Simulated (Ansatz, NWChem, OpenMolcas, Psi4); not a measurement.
Errors in the atomisation enthalpy at 298 K

8 molecules with two or more fluorines; the atomisation enthalpy at 298 K in kJ/mol, computed less measured. Shapes, held fixed at every level: PBE0-D4/def2-TZVP. Thermal terms are harmonic and unscaled (PBE0-D4/def2-TZVP); the spin-orbit lowering of the free atoms is taken from their spectra. Programs: Ansatz 0.2.0, NWChem 7.3.0, OpenMolcas 26.06, Psi4 1.11. A level may come from different programs for different species; with the same settings they agree closely. Measured values: Active Thermochemical Tables, NIST-JANAF tables.

Levels: A = HF/3-21G; B = BLYP/aug-cc-pVDZ; C = wB97M-V/def2-TZVPP; D = wB97X-V/def2-TZVPP.

| molecule | from tabulated heats | A | B | C | D |
| --- | --- | --- | --- | --- | --- |
| BBrF2 (SMILES FB(F)Br) | 1661 | -523 | -66 | 0 | -8 |
| BClF2 (chlorodifluoroborane) | 1736 | -541 | -67 | +12 | -2 |
| BF3 (boron trifluoride) | 1944 | -550 | -71 | -1 | -15 |
| CF4 (tetrafluoromethane) | 1968 | -858 | -46 | +9 | +7 |
| CH2F2 (difluoromethane) | 1763 | -665 | -29 | +1 | 0 |
| CHBrF2 (bromodifluoromethane) | 1630 | -734 | -33 | +1 | +3 |
| SiH2F2 (SMILES F[SiH2]F) | 1836 | -713 | -155 | -27 | -23 |
| C2H2F2 (vinylidene fluoride) | 2361 | -857 | -21 | +26 | +18 |

(1) Which level does best on this set, which worst, and which err to one side?

## Answers

(1) 
| level | kind | mean error | mean absolute error | worst case |
| --- | --- | --- | --- | --- |
| HF/3-21G | Hartree–Fock | -680.1 | 680.1 | CF4 |
| BLYP/aug-cc-pVDZ | GGA | -61.0 | 61.0 | SiH2F2 |
| wB97M-V/def2-TZVPP | range-separated hybrid | +2.6 | 9.6 | SiH2F2 |
| wB97X-V/def2-TZVPP | range-separated hybrid | -2.5 | 9.5 | SiH2F2 |

On this set wB97X-V/def2-TZVPP has the smallest mean absolute error and HF/3-21G the largest. HF/3-21G is too low in 8 of 8; BLYP/aug-cc-pVDZ is too low in 8 of 8. Heats of the atoms come from ATcT where it has them, that of boron, 570 kJ/mol, from recent work. The levels differ in basis as well as in method. The tabulated values of BBrF2, BClF2, SiH2F2, C2H2F2 are in doubt (older tables, estimates, or at odds with other calculations) and kept here. Over the 4 molecules whose values aren't doubted the mean absolute errors are A 701.8; B 44.8; C 3.0; D 6.2. The smallest two are near a tie. Hartree–Fock lacks correlation and underbinds. Relativity is left out for Br. The set is small.
